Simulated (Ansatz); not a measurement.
Coupled-cluster diagnostics for the cluster Al₃Ga⁻, Ansatz.

Geometry of the doublet (PBE0-D4/def2-SVPD):

| atom | x (Å) | y (Å) | z (Å) |
| --- | --- | --- | --- |
| Al1 | -0.358 | -1.112 | -1.042 |
| Al2 | 1.932 | -0.125 | -0.516 |
| Al3 | 0.341 | 1.112 | 1.047 |
| Ga4 | -1.916 | 0.125 | 0.511 |

Correlated methods freeze 24 core orbitals; core or outer-core shells of Ga are correlated, in sets that lack core-valence functions. The structure comes from a short search, and lower isomers may exist.

Geometry of the charge -1 quartet (PBE0-D4/def2-SVPD):

Cartesian coordinates in Å:
```
Al 0.885 0.119 0.946
Al 0.938 1.754 -1.097
Al -0.886 -0.116 -0.946
Ga -0.938 -1.757 1.096
```

Question: Estimate the CCSD(T) correlation energy, the shares of MP2 and (T), T1 and the reference's ⟨S²⟩ for: charge -1, doublet, own geometry in def2-TZVPD; charge -1, quartet, own geometry in def2-TZVPD; and the rough time on 2 threads of Arm Neoverse V2 on a shared host.

Answer: 
| state | basis | correlation (eV) | MP2 share (%) | (T) share (%) | T1 | ⟨S²⟩ (pure) | wall time | remarks |
| --- | --- | --- | --- | --- | --- | --- | --- | --- |
| charge -1, doublet, own geometry | def2-TZVPD | -13.272 | 84.9 | 8.8 | 0.084 | 2.03 (0.75) | 2.6 min | large T1, spin-contaminated |
| charge -1, quartet, own geometry | def2-TZVPD | -12.982 | 88.7 | 8.0 | 0.051 | 4.16 (3.75) | 2.2 min | large T1, spin-contaminated |
Customary marks for T1 are 0.02 (closed shells), 0.045 (open shells) and about 0.05 (3d metals). T1 exceeds 0.02 in 2 of 2 rows and 0.045 in 2; the higher it lies, the less the single-reference result can be trusted.
